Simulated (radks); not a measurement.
Question: These are the eigenvalues of the occupied orbitals of an atom or ion with whole-number occupations (eV). All-electron calculation, Dirac Kohn-Sham, PBEsol, spin-unpolarised, spherical densities, finite nucleus; Fermi nuclear charge, rms radius of each element as measured or else 0.836 A^(1/3) + 0.57 fm. Program: a radial shooting solver on a logarithmic mesh with Libxc functionals.

orbital  eigenvalue
1s1/2     -3516.748
2s1/2     -352.8029
2p1/2     -281.7670
2p3/2     -278.8805
3s1/2      -35.2635
3p1/2      -18.9738
3p3/2      -18.7062
4s1/2       -2.3013

Which element is it, and in what charge state? The configuration may be excited. Open shells, if any, fill j = l - 1/2 first.

Answer: Z = 19, potassium, charge 0: K in [Ar] 4s1. The list shows which subshells hold electrons but not how many an open one holds; the 1s level, -129.24 hartree, gives Z - s = 16.1 by -(Z - s)^2/2, which with screening and relativity narrows Z to a few neighbours, and the depths of the outer levels then fix element, charge and occupations together.
